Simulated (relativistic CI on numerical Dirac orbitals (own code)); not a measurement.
# Spin-allowed bands of a d2 ion in an octahedral site, by hand

Problem. Take Δ = 11100 cm⁻¹ and B = 550 cm⁻¹ for a d2 ion in an octahedral site. Calculate the three spin-allowed bands.

Working.
1. The terms of highest spin are 3F (energy 0) and 3P (15B = 8250 cm⁻¹). Here the F term splits into A2 at +1.2Δ = 13320, T2 at +0.2Δ = 2220 and T1 at −0.6Δ = -6660 cm⁻¹.
2. The two T1 states mix through the element 0.4Δ: H = [[-6660, 4440], [4440, 8250]], with roots ½(H₁₁ + H₂₂) ∓ ½√[(H₂₂ − H₁₁)² + 4H₁₂²] = ½(1590) ∓ ½(17354) = -7882 and 9472 cm⁻¹.
3. The ground term is 3T1 at -7882 cm⁻¹.
4. Bands: 3T2 10102 cm⁻¹ (990 nm), 3T1(P) 17354 cm⁻¹ (576 nm), 3A2 21202 cm⁻¹ (472 nm).

Check. Exact diagonalisation of the whole d2 shell with these parameters gives 3T2 10102, 3T1 17354, 3A2 21202 cm⁻¹. The match is exact, since without spin-orbit coupling no other term has this spin. The ratio of the second band to the first, 1.718, depends on Δ/B = 20.2 alone, which is how a Tanabe-Sugano diagram is read.
